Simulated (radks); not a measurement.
Task: The mean radii <r> (bohr) of the occupied orbitals of an atom or ion are listed with their occupations. Calculated with a radial shooting solver on a logarithmic mesh with Libxc functionals: scalar-relativistic Kohn-Sham, exchange-only r2SCAN, spin-polarised, spherical densities, finite nucleus; meta-GGA in the generalised Kohn-Sham scheme; Fermi nuclear charge, rms radius of each element as measured or else 0.836 A^(1/3) + 0.57 fm.

| orbital | occ. | <r> |
|---|---|---|
| 1s down | 1 | 0.03610 |
| 1s up | 1 | 0.03610 |
| 2s up | 1 | 0.1577 |
| 2s down | 1 | 0.1574 |
| 2p up | 3 | 0.1375 |
| 2p down | 3 | 0.1372 |
| 3s up | 1 | 0.4253 |
| 3s down | 1 | 0.4270 |
| 3p up | 3 | 0.4228 |
| 3p down | 3 | 0.4249 |
| 3d up | 5 | 0.3953 |
| 3d down | 2 | 0.3983 |

Name the element and its charge. Open shells, if any, are filled with parallel spins first.

Result: Z = 41, niobium, charge +16: Nb16+ in [Ar] 3d7. The 1s radius gives Z: for a bare nucleus <r> = (2 gamma + 1)/(2Z) with gamma = sqrt(1 - (Z/c)^2), 0.03547 bohr for Z = 41, and screening makes it slightly larger (0.03610 here). The occupations add up to 25, and the charge is Z minus that.
